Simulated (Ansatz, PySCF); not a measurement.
Reaction (SMILES): C=C(F)F [1,1-difluoroethene] + 2 C (CH4) → C=C (C2H4) + 2 CF (CH3F)
Structures are relaxed separately at B3LYP-D3(BJ)/def2-TZVP in Ansatz (a quantum-chemistry and plane-wave program). Frequencies are from Ansatz or PySCF.

Quantity: bond separation energy (enthalpy at 298 K, with B3LYP-D3(BJ) rigid-rotor harmonic-oscillator terms), in kcal/mol. Correlated levels leave the core frozen unless marked. No spin-orbit coupling. No relativistic terms. CBS marks a two-point X^-3 extrapolation of the correlation energy; Hartree-Fock from the larger set. [CCSD(T)-MP2]/basis is that difference in the basis named.

From measured enthalpies of formation at 298 K: 14.7 kcal/mol (C=C(F)F -79.6, ATcT 1.112; C (CH4) -17.8, ATcT 1.112; C=C (C2H4) 12.6, ATcT 1.112; CF (CH3F) -56.5, ATcT 1.112). It holds spin-orbit effects, which the calculations lack, and core correlation, which the frozen-core levels lack.

| level | program | bond separation energy (kcal/mol) | error against measurement |
|---|---|---|---|
| HF/aug-cc-pVTZ | Ansatz | 14.9 | 0.2 |
| HF/def2-TZVPD | PySCF | 15.0 | 0.3 |
| r2SCAN/def2-TZVPD | Ansatz | 23.7 | 9.0 |
| r2SCAN-D3(BJ)/def2-TZVPD | Ansatz + dftd3 | 23.7 | 9.0 |
| B3LYP-D3(BJ)/def2-TZVPD | Ansatz + dftd3 | 18.8 | 4.1 |
| B3LYP-D4/def2-TZVPD | Ansatz + dftd4 | 19.0 | 4.3 |
| PBE0/def2-SVP | Ansatz | 27.6 | 12.9 |
| PBE0-D3(BJ)/def2-TZVPD | Ansatz + dftd3 | 21.6 | 6.9 |
| TPSSh/def2-TZVPD | PySCF | 18.5 | 3.8 |
| CAM-B3LYP-D4/def2-TZVPD | Ansatz + dftd4 | 19.8 | 5.1 |
| LC-wPBE-D4/def2-TZVPD | Ansatz + dftd4 | 21.8 | 7.1 |
| B2GP-PLYP-D3(BJ)/def2-TZVPD | Ansatz + dftd3 | 19.0 | 4.3 |
| MP2/cc-pVTZ | Ansatz | 22.3 | 7.6 |
| RI-MP2/CBS(cc-pVTZ,cc-pVQZ) | Ansatz | 20.0 | 5.3 |
| SCS-MP2/6-31G | Ansatz | 16.0 | 1.3 |
| CCSD/aug-cc-pVTZ | Ansatz | 17.7 | 3.0 |
| CCSD(T)/STO-3G | Ansatz | 26.6 | 11.9 |
| CCSD(T)/6-31G | Ansatz | 15.3 | 0.6 |
| CCSD(T)/cc-pVDZ | Ansatz | 23.1 | 8.4 |
| CCSD(T)/aug-cc-pVTZ | Ansatz | 18.4 | 3.7 |
| RI-MP2/CBS(aug-cc-pVTZ,aug-cc-pVQZ)+[CCSD(T)-MP2]/aug-cc-pVTZ | Ansatz | 18.7 | 4.0 |
